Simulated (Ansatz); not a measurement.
Species: sum formula Si2N2H7 (charge 0, doublet). It need not be the lowest isomer of its formula. 
Structure (B3LYP-D3(BJ)/def2-TZVP (Ansatz, an electronic-structure program) minimum search):
```
N
H 1 1.0130
Si 1 1.7334 2 113.85
N 3 1.7180 1 107.03 2 48.07
H 4 1.0058 3 122.54 1 -157.36
H 4 1.0092 5 112.82 3 165.85
Si 1 1.7337 2 115.41 3 -171.12
H 7 1.4778 1 107.92 2 -170.43
H 7 1.4839 8 109.97 1 -119.84
H 7 1.4847 8 108.86 9 -117.26
H 3 1.4981 4 116.44 5 86.59
```
Charge 0, spin multiplicity 2.

Wanted: atomisation energy (electronic, to ground-state atoms), in eV. Valence correlation only, unless marked. Open shells are spin-unrestricted. No spin-orbit coupling. No relativistic terms. The coupled-cluster limit lacks core correlation, which all-electron functionals hold. CBS marks a two-point X^-3 extrapolation of the correlation energy; Hartree-Fock from the larger set.

```json
[
 {"level": "r2SCAN/def2-TZVPD", "program": "Ansatz", "atomisation energy (eV)": "36.29"},
 {"level": "PBE0/def2-QZVPP", "program": "Ansatz", "atomisation energy (eV)": "(withheld)"},
 {"level": "HSE06-D3(BJ)/def2-TZVPD", "program": "Ansatz + dftd3", "atomisation energy (eV)": "(withheld)"},
 {"level": "RPA@PBE/cc-pV(T+d)Z", "program": "Ansatz", "atomisation energy (eV)": "34.27"},
 {"level": "CCSD/aug-cc-pV(D+d)Z", "program": "Ansatz", "atomisation energy (eV)": "32.97"},
 {"level": "CCSD(T)/CBS(cc-pV(T+d)Z,cc-pV(Q+d)Z)", "program": "Ansatz", "atomisation energy (eV)": "(withheld)"}
]
```

Q: Complete the blanks.

A: 
- PBE0/def2-QZVPP, atomisation energy (eV): 36.08
- HSE06-D3(BJ)/def2-TZVPD, atomisation energy (eV): 36.19
- CCSD(T)/CBS(cc-pV(T+d)Z,cc-pV(Q+d)Z), atomisation energy (eV): 36.56
